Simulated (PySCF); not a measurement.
CrH4 (triplet state).
Geometry (PBE0-D3(BJ)/def2-SVP, Å), atoms numbered from 1 in this order:
```
atom  x, y, z in Å
Cr1   -0.0009    0.0006    0.0003
H2     0.0064   -0.0191    1.5873
H3     1.4930    0.0101   -0.5344
H4    -0.7535    1.3007   -0.5121
H5    -0.7450   -1.2923   -0.5411
```

Method: PySCF, PBE0-D3(BJ)/def2-SVP geometry optimisation, gas phase.

Task: Which atoms are bound to Cr1, and at what distances?

Result: 4 atoms: H3 1.587 Å, H5 1.587 Å, H2 1.587 Å, H4 1.587 Å.

Task: List the angles at Cr1.

Result: 
```
    angle  degrees  distance of the outer atoms (Å)
H2–Cr1–H4    109.6                             2.59
H4–Cr1–H5    109.6                             2.59
H2–Cr1–H5    109.5                             2.59
H3–Cr1–H4    109.4                             2.59
H2–Cr1–H3    109.4                             2.59
H3–Cr1–H5    109.3                             2.59
```

Task: What is the shape at Cr1?

Result: Tetrahedral: angles from 109.3° to 109.6°; τ4 = (360° − α − β)/141° = 1.00 with α and β the two widest (0 for a square, 1 for a tetrahedron).

Task: What are the rotational constants (commonest isotopes, rigid rotor)?

Result: A = 74733, B = 74666, C = 74586 MHz: a spherical top.

Point group: Td (tolerance 0.08 Å). Charge 0, triplet. ⟨S²⟩ = 2.303 (exact for a triplet: 2.00). No PBE0-D3(BJ)/def2-SVP frequencies stand behind this structure, so it isn't proved a minimum.

Caution for open-shell metal species: one SCF solution and one stationary point were followed, and a lower state or a bent or distorted shape isn't ruled out.
